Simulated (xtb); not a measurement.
Input for xtb: GFN2-xTB on FH3Si2 (SMILES F[Si][SiH3]), a point of a torsion scan.

```
$ xtb mol.xyz --gfn 2 --opt vtight --chrg 0 --uhf 0 --input xcontrol
6

F      2.55826444     0.48014719    -0.00392769
Si     1.46091221    -0.78578375    -0.00609571
Si    -0.63509638    -0.04222151    -0.00943727
H     -0.94084460     0.78003620    -1.17331107
H     -0.86384869     0.80064372     1.17858059
H     -1.55717757    -1.17014456     0.03016089
$constrain
  force constant=1.0
  dihedral: 1,2,3,4,60.0
$end
```

It printed:

```
[...]
           -------------------------------------------------
          |                Calculation Setup                |
           -------------------------------------------------



           -------------------------------------------------
          |                 G F N 2 - x T B                 |
           -------------------------------------------------

        Reference                      10.1021/acs.jctc.8b01176
      * Hamiltonian:
        H0-scaling (s, p, d)           1.850000    2.230000    2.230000
        zeta-weighting                 0.500000
      * Dispersion:
        s8                             2.700000
        a1                             0.520000
        a2                             5.000000
        s9                             5.000000
      * Repulsion:
        kExp                           1.500000    1.000000
        rExp                           1.000000
      * Coulomb:
        alpha                          2.000000
        third order                    shell-resolved
        anisotropic                    true
        a3                             3.000000
        a5                             4.000000
        cn-shift                       1.200000
        cn-exp                         4.000000
        max-rad                        5.000000


          ...................................................
          :                      SETUP                      :
          :.................................................:
          :  # basis functions                  27          :
          :  # atomic orbitals                  25          :
          :  # shells                           11          :
          :  # electrons                        18          :
          :  max. iterations                   250          :
          :  Hamiltonian                  GFN2-xTB          :
          :  restarted?                      false          :
          :  GBSA solvation                  false          :
          :  PC potential                    false          :
          :  electronic temp.          300.0000000     K    :
          :  accuracy                    1.0000000          :
          :  -> integral cutoff          0.2500000E+02      :
          :  -> integral neglect         0.1000000E-07      :
          :  -> SCF convergence          0.1000000E-05 Eh   :
          :  -> wf. convergence          0.1000000E-03 e    :
          :  Broyden damping             0.4000000          :
          :  net charge                          0          :
          :  unpaired electrons                  0          :
          ...................................................

 iter      E             dE          RMSdq      gap      omega  full diag
   1     -9.7273918 -0.972739E+01  0.125E+01    1.19       0.0  T
   2     -9.7537295 -0.263377E-01  0.777E+00    1.42       1.0  T
   3     -9.7444125  0.931703E-02  0.581E+00    1.20       1.0  T
   4     -9.7601853 -0.157729E-01  0.257E+00    1.38       1.0  T
   5     -9.7638498 -0.366443E-02  0.537E-01    1.53       1.0  T
   6     -9.7638703 -0.205322E-04  0.203E-01    1.55       1.0  T
   7     -9.7638763 -0.594927E-05  0.193E-01    1.56       1.0  T
   8     -9.7638945 -0.182920E-04  0.427E-02    1.56       1.0  T
   9     -9.7638957 -0.117286E-05  0.185E-02    1.55       2.2  T
  10     -9.7638959 -0.147637E-06  0.398E-03    1.55      10.3  T
  11     -9.7638959 -0.128835E-07  0.153E-03    1.55      26.6  T
  12     -9.7638959 -0.195979E-08  0.315E-04    1.55     129.7  T
  13     -9.7638959 -0.695159E-10  0.139E-04    1.55     292.9  T

   *** convergence criteria satisfied after 13 iterations ***

         #    Occupation            Energy/Eh            Energy/eV
      -------------------------------------------------------------
         1        2.0000           -0.8192881             -22.2940
       ...           ...                  ...                  ...
         3        2.0000           -0.5794396             -15.7674
         4        2.0000           -0.4918483             -13.3839
         5        2.0000           -0.4909136             -13.3584
         6        2.0000           -0.4557742             -12.4022
         7        2.0000           -0.4266273             -11.6091
         8        2.0000           -0.4241591             -11.5420
         9        2.0000           -0.3249384              -8.8420 (HOMO)
        10                         -0.2678418              -7.2883 (LUMO)
        11                         -0.2045778              -5.5668
        12                         -0.1695594              -4.6139
        13                         -0.1649943              -4.4897
        14                         -0.1467895              -3.9943
       ...                                ...                  ...
        25                          0.9919134              26.9913
      -------------------------------------------------------------
                  HL-Ga
[...]
.3302686              -8.9871 (HOMO)
        10                         -0.2681798              -7.2975 (LUMO)
        11                         -0.2066216              -5.6225
        12                         -0.1656085              -4.5064
        13                         -0.1597766              -4.3477
        14                         -0.1505705              -4.0972
       ...                                ...                  ...
        25                          0.8574422              23.3322
      -------------------------------------------------------------
                  HL-Gap            0.0620888 Eh            1.6895 eV
             Fermi-level           -0.2992242 Eh           -8.1423 eV

 SCC (total)                   0 d,  0 h,  0 min,  0.003 sec
 SCC setup                      ...        0 min,  0.000 sec (  1.424%)
 Dispersion                     ...        0 min,  0.000 sec (  0.419%)
 classical contributions        ...        0 min,  0.000 sec (  0.155%)
 integral evaluation            ...        0 min,  0.002 sec ( 44.342%)
 iterations                     ...        0 min,  0.001 sec ( 17.277%)
 molecular gradient             ...        0 min,  0.001 sec ( 33.537%)
 printout                       ...        0 min,  0.000 sec (  2.581%)

         :::::::::::::::::::::::::::::::::::::::::::::::::::::
         ::                     SUMMARY                     ::
         :::::::::::::::::::::::::::::::::::::::::::::::::::::
         :: total energy              -9.722379208331 Eh    ::
         :: gradient norm              0.000049241220 Eh/a0 ::
         :: HOMO-LUMO gap              1.689522581952 eV    ::
         ::.................................................::
         :: SCC energy                -9.763449560990 Eh    ::
         :: -> isotropic ES            0.022915359819 Eh    ::
         :: -> anisotropic ES         -0.001662539476 Eh    ::
         :: -> anisotropic XC         -0.008809780301 Eh    ::
         :: -> dispersion             -0.003512450330 Eh    ::
         :: repulsion energy           0.041070229546 Eh    ::
         :: add. restraining           0.000000123113 Eh    ::
         :: total charge              -0.000000000000 e     ::
         :::::::::::::::::::::::::::::::::::::::::::::::::::::

           -------------------------------------------------
          |                Property Printout                |
           -------------------------------------------------

    * Orbital Energies and Occupations

         #    Occupation            Energy/Eh            Energy/eV
      -------------------------------------------------------------
         1        2.0000           -0.8236564             -22.4128
         2        2.0000           -0.7083969             -19.2765
         3        2.0000           -0.5820303             -15.8379
         4        2.0000           -0.4971157             -13.5272
         5        2.0000           -0.4962690             -13.5042
         6        2.0000           -0.4561192             -12.4116
         7        2.0000           -0.4149533             -11.2915
         8        2.0000           -0.4142161             -11.2714
         9        2.0000           -0.3302686              -8.9871 (HOMO)
        10                         -0.2681798              -7.2975 (LUMO)
        11                         -0.2066216              -5.6225
        12                         -0.1656085              -4.5064
        13                         -0.1597766              -4.3477
        14                         -0.1505705              -4.0972
        15                         -0.0899073              -2.4465
        16                         -0.0755852              -2.0568
        17                         -0.0700038              -1.9049
        18                         -0.0089453              -0.2434
        19                          0.0088768               0.2415
        20                          0.0480932               1.3087
       ...                                ...                  ...
        25                          0.8574422              23.3322
      -------------------------------------------------------------
                  HL-Gap            0.0620888 Eh            1.6895 eV
             Fermi-level           -0.2992242 Eh           -8.1423 eV

     #   Z          covCN         q      C6AA      α(0)
     1   9 F        0.704    -0.309    12.440     4.165
     2  14 Si       1.650     0.388   185.881    28.994
     3  14 Si       3.693     0.350   100.996    19.249
     4   1 H        0.916    -0.120     6.329     3.935
     5   1 H        0.916    -0.130     6.750     4.064
     6   1 H        0.915    -0.178     9.310     4.772
Note: The following floating-point exceptions are signalling: IEEE_DENORMAL
normal termination of xtb

 Mol. C6AA /au·bohr⁶  :       1213.593678
 Mol. C8AA /au·bohr⁸  :      57940.967266
 Mol. α(0) /au        :         65.178595


Wiberg/Mayer (AO) data.
largest (>0.10) Wiberg bond orders for each atom

 ---------------------------------------------------------------------------
     #   Z sym  total        # sym  WBO       # sym  WBO       # sym  WBO
 ---------------------------------------------------------------------------
     1   9 F    1.157 --     2 Si   1.136
     2  14 Si   2.346 --     1 F    1.136     3 Si   1.100
     3  14 Si   3.787 --     2 Si   1.100     6 H    0.892     5 H    0.888
                             4 H    0.888
     4   1 H    0.986 --     3 Si   0.888
     5   1 H    0.983 --     3 Si   0.888
     6   1 H    0.968 --     3 Si   0.892
 ---------------------------------------------------------------------------

Topologies differ in total number of bonds
Writing topology from bond orders to xtbtopo.mol

molecular dipole:
                 x           y           z       tot (Debye)
 q only:        0.264      -0.910       0.035
   full:       -0.049      -0.428       0.008       1.095
molecular quadrupole (traceless):
                xx          xy          yy          xz          yz          zz
 q only:       -4.532      -5.281       2.752       0.429      -0.092       1.780
  q+dip:       -5.662      -3.341       2.135       0.322       0.054       3.528
   full:       -6.371      -1.270       0.003       0.118       0.461       6.369

           -------------------------------------------------
          |                Geometry Summary                 |
           -------------------------------------------------

      molecular mass/u    :       78.1932228
   center of mass at/Å    :        0.9126571      -0.1996988       0.0026858
  moments of inertia/u·Å² :        0.2885794E+02   0.1357066E+03   0.1591613E+03
rotational constants/cm⁻¹ :        0.5841592E+00   0.1242211E+00   0.1059154E+00

 * 4 selected distances

     #   Z          #   Z                                           value/Å
     2  14 Si       3  14 Si                                      2.2997850 (max)
     3  14 Si       4   1 H                                       1.4715798 (min)
     3  14 Si       5   1 H                                       1.4724118
     3  14 Si       6   1 H                                       1.4761588

 * 2 distinct bonds (by element types)

   Z      Z             #   av. dist./Å        max./Å        min./Å
   1 H   14 Si          3     1.4733834     1.4761588     1.4715798
  14 Si  14 Si          1     2.2997850     2.2997850     2.2997850


optimized geometry written to: xtbopt.xyz


           -------------------------------------------------
          | TOTAL ENERGY               -9.722379208331 Eh   |
          | GRADIENT NORM               0.000049241220 Eh/α |
          | HOMO-LUMO GAP               1.689522581952 eV   |
           -------------------------------------------------

------------------------------------------------------------------------
------------------------------------------------------------------------
 total:
 SCF:
 ANC optimizer:
```

The run finished.

Warnings raised: the energy holds the restraint's term.

Cost: roughly 0.07 core-seconds.
